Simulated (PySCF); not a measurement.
C10H8, SMILES c12ccccc2cccc1. Heavy atoms are numbered as in [cH:1]1[cH:2][cH:3][c:4]2[cH:5][cH:6][cH:7][cH:8][c:9]2[cH:10]1. Hydrogens are named by the atom that carries them.

The structure is a stationary point at r2SCAN-D4/def2-SVP.

All values below come from PBE/def2-SVP (PySCF).

ESP charges are fitted to the potential on shells at 1.4 to 2.0 van der Waals radii. Atomic charges (e), one atom of each kind:

```tsv
atom	meta-Löwdin	ESP fit
C1 (CH)	-0.11	-0.13
C3 (CH)	-0.11	-0.22
C4	0.01	0.18
H on C1	0.11	0.13
H on C3	0.10	0.13
```

Computed Mayer and Wiberg (Löwdin basis) orders of the bonds:
```
bond    Mayer  Wiberg
------  -----  ------
C1–C2    1.26    1.35
C2–C3    1.47    1.57
C3–C4    1.25    1.30
C4–C5    1.25    1.30
C5–C6    1.47    1.57
C6–C7    1.26    1.35
C7–C8    1.47    1.57
C4–C9    1.23    1.23
C8–C9    1.25    1.30
C1–C10   1.47    1.57
C9–C10   1.25    1.30
```
